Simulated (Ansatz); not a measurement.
Molecular dynamics of CH7AlClNSi

input.yaml

```yaml
crystal:
  periodic: [false, false, false]
  atoms:
    - { symbol: C, position_ang: [-1.950768, 0.879445, -0.182611] }
    - { symbol: Si, position_ang: [-0.213595, 0.440433, -0.643887] }
    - { symbol: Cl, position_ang: [0.809074, 2.297058, -0.721974] }
    - { symbol: "N", position_ang: [0.67598, -0.402328, 0.605854] }
    - { symbol: Al, position_ang: [2.102312, -1.48767, 0.532356] }
    - { symbol: H, position_ang: [-2.521676, 1.587575, -0.756126] }
    - { symbol: H, position_ang: [-2.56444, -0.066116, -0.076106] }
    - { symbol: H, position_ang: [-1.925986, 1.392451, 0.786866] }
    - { symbol: H, position_ang: [-0.002371, -0.471687, -1.688656] }
    - { symbol: H, position_ang: [0.504832, -0.062122, 1.573004] }
    - { symbol: H, position_ang: [2.592823, -2.067534, -0.694407] }
    - { symbol: H, position_ang: [2.618596, -1.733287, 1.906726] }
basis:
  gaussian: { orbitals: STO-3G }
hamiltonian:
  xc: pbe0
  dispersion: d4
md:
  timestep: 0.5
  n_steps: 400
  ensemble: nvt_nose_hoover
  temperature: 700.0
  initial_velocities: maxwell_boltzmann
  seed: 411856
scf:
  lower_state_search: "off"
```

Command:

```bash
$ ansatz run input.yaml --threads 1 --pin off --max-ram 2048MiB --backend cpu --events-out ev --progress --plain --runs-dir out
```

It goes on from the last frame of an earlier run, with new velocities.

Output, in part (step lines, the closing report, with atoms numbered from 0):

```
md step     0: t =     0.00 fs  T =   700.0 K  F+E_penalty+E_count = -29289.05157795 eV  E_kin = 0.904820 eV  conserved = -29288.14675796 eV  (12 SCF iters)
[... lines left out ...]
Total energy: -29288.16868578 eV, -1076.3203469687 hartree
Atom 0 at    -1.694447     0.546419    -0.283124 Å, force    -4.845919     0.396457     4.804533 eV/Å
Atom 1 at     0.047890     0.471091    -0.632436 Å, force     1.885219     2.184992     0.217592 eV/Å
Atom 2 at     0.529739     2.642737    -0.742224 Å, force    -0.080380    -1.778845     0.000896 eV/Å
Atom 3 at     1.272761    -0.205323     0.419167 Å, force    -0.930036    -0.422075    -0.949737 eV/Å
Atom 4 at     1.772544    -1.893933     0.714796 Å, force    -1.451686     2.243338    -1.205496 eV/Å
Atom 5 at    -2.197815     1.520106    -0.458690 Å, force     0.624005    -0.499410    -1.440694 eV/Å
Atom 6 at    -2.356066    -0.295234    -0.658492 Å, force     1.171576     1.174836     0.174512 eV/Å
Atom 7 at    -1.919457     0.611275     0.846402 Å, force     0.717685    -1.042045    -1.470047 eV/Å
Atom 8 at    -0.142103    -0.032550    -1.905776 Å, force     1.147474    -0.910287    -2.069914 eV/Å
Atom 9 at     1.641937     0.632369     0.893006 Å, force     0.554423    -0.203324     0.776296 eV/Å
Atom 10 at     1.073880    -2.794856    -0.224563 Å, force     0.023196    -0.561581    -0.100026 eV/Å
Atom 11 at     2.619740    -1.967833     1.860949 Å, force     1.184441    -0.582055     1.262084 eV/Å
Dipole moment:     0.076170    -0.870540     0.265079 e Å
```

The steps, from the saved trajectory:

```
time (fs)  T (K)  potential energy less start (eV)  conserved less start (meV/atom)
      0.0    700                             0.000                             0.00
      6.5    621                             0.104                             0.10
     13.0    631                             0.091                             0.12
     19.5    619                             0.108                             0.06
     26.0    623                             0.105                             0.05
     32.5    732                            -0.032                             0.07
     39.0    659                             0.065                            -0.04
     45.5    517                             0.255                             0.13
     52.0    610                             0.141                             0.07
     58.5    641                             0.106                            -0.02
     65.0    598                             0.174                             0.19
     71.5    515                             0.290                             0.04
     78.0    527                             0.286                             0.16
     84.5    624                             0.174                             0.13
     91.0    540                             0.300                             0.17
     97.5    627                             0.207                             0.18
    104.0    579                             0.289                             0.21
    110.5    687                             0.175                             0.17
    117.0    559                             0.369                             0.31
    123.5    723                             0.183                             0.08
    130.0    564                             0.424                             0.28
    136.5    636                             0.355                             0.12
    143.0    711                             0.294                             0.07
    149.5    693                             0.360                             0.14
    156.0    742                             0.337                             0.20
    162.5    698                             0.439                             0.02
    169.0    751                             0.414                             0.21
    175.5    911                             0.259                             0.10
    182.0    612                             0.683                             0.07
    188.5    774                             0.516                             0.18
    195.0    977                             0.300                             0.06
```

The run went to its last step. The conserved energy stayed within 0.5 meV per atom of its start (net change 0.3 meV per atom), so the integration is sound. A run of 0.2 ps of so small a system gives no equilibrium averages. Limits of this set-up: minimal basis.

The same pairs are bonded in the first frame and the last. Pairs count as bonded within 1.25 times the sum of covalent radii (0.12 Å more for H–H).

Last frame:

```xyz
12
Properties=species:S:1:pos:R:3
C -1.694 0.546 -0.283
Si 0.048 0.471 -0.632
Cl 0.530 2.643 -0.742
N 1.273 -0.205 0.419
Al 1.772 -1.894 0.715
H -2.198 1.520 -0.459
H -2.356 -0.295 -0.658
H -1.919 0.611 0.846
H -0.142 -0.033 -1.906
H 1.642 0.632 0.893
H 1.074 -2.795 -0.225
H 2.620 -1.968 1.861
```

Run time: 15 min on 1 thread of Intel(R) Xeon(R) Platinum 8488C (Sapphire Rapids), on a shared host, peak memory 0.12 GiB.
